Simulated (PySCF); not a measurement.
## Dipole moment and polarisability of `O[SiH](O)CCl`

CH5ClO2Si.
Cartesian coordinates in Å at the PBE0-D3(BJ)/def2-SVP level; atoms count from 1:
```
atom  x, y, z in Å
O1    -0.3929   -0.4253    0.7228
Si2    0.2497    1.0591    0.3828
O3    -0.9249    2.2157    0.5420
C4     1.5830    1.3614    1.6731
Cl5    2.1022    3.0754    1.4920
H6    -1.0819   -0.7604    0.1425
H7     0.8438    1.0894   -0.9843
H8    -0.5956    3.1056    0.7090
H9     1.1969    1.2336    2.6947
H10    2.4698    0.7237    1.5522
```

Level: wB97X-D/def2-SVPD (PySCF), static field, nuclei fixed, core orbitals frozen in the response. The polarisability tensor in these axes (au):

```
x   58.15  5.95  3.17
y    5.95 64.09  1.80
z    3.17  1.80 53.77
```

Question: Give the principal values, the mean and the anisotropy Δα = √{½[(α1 − α2)² + (α2 − α3)² + (α1 − α3)²]}.

Answer: Principal values 51.93, 55.61 and 68.48 au; mean 58.67 au = 8.69 Å³ = 9.67 × 10⁻⁴⁰ C²·m²/J; Δα = 15.05 au (26 % of the mean).

Question: What is the dipole moment, and where does it point?

Answer: (-0.01, -0.87, -0.46) D, 0.98 D in size, pointing from the negative to the positive side. Measured along this direction, the outermost atoms are Cl5 at the negative end and H6 at the positive end.

Question: What would n − 1 = 2πNα be for an ideal gas of these molecules at 350 K and 1 atm, electronic part alone?

Answer: N = p/kT = 2.0968 × 10¹⁹ cm⁻³, so n − 1 = 2π × N × 8.69 × 10⁻²⁴ cm³ = 1145 × 10⁻⁶ at long wavelengths, for an ideal gas.

Question: What depolarisation ratio follows for Rayleigh scattering of linearly polarised light, taking the static tensor?

Answer: ρ = 3Δα²/(45ᾱ² + 4Δα²) = 679.7/(154896 + 906.3) = 0.00436.

Question: Form Σ f/ω² (atomic units) for the 10 lowest TDDFT singlets, given as eV and f, and set it beside the mean polarisability, which is this sum over all singlets: 6.87, 0.0106; 7.31, 0.0043; 7.94, 0.0123; 8.03, 0.0031; 8.30, 0.0038; 8.50, 0.0234; 8.53, 0.0284; 8.89, 0.0315; 8.97, 0.0232; 9.12, 0.0502.

Answer: They add up to 1.93 au, 3.3 % of the 58.67 au; the largest single term is 0.45 au, from the state at 9.12 eV. Terms in order: 0.17, 0.06, 0.15, 0.04, 0.04, 0.24, 0.29, 0.30, 0.21, 0.45 au. Higher excitations give the rest. The strengths listed sum to 0.191.

Question: How large is μ²/3kT at 298 K beside α?

Answer: In Gaussian units μ²/3kT = 7.81 Å³ against 8.69 Å³, a ratio of 0.90; the Debye molar polarisation (4π/3)N_A(α + μ²/3kT) is 41.6 cm³/mol, leaving out the vibrational part.

Question: Along which axes do the principal values lie, and how far do the nuclei extend along each?

Answer: Largest value along (0.54, 0.82, 0.22), where the nuclei span 5.13 Å; middle along (0.63, -0.56, 0.54), 3.72 Å; least along (-0.56, 0.15, 0.81), 2.82 Å. The response follows the extents in order.

Geometry: PBE0-D3(BJ)/def2-SVP, one conformer, isolated molecule.
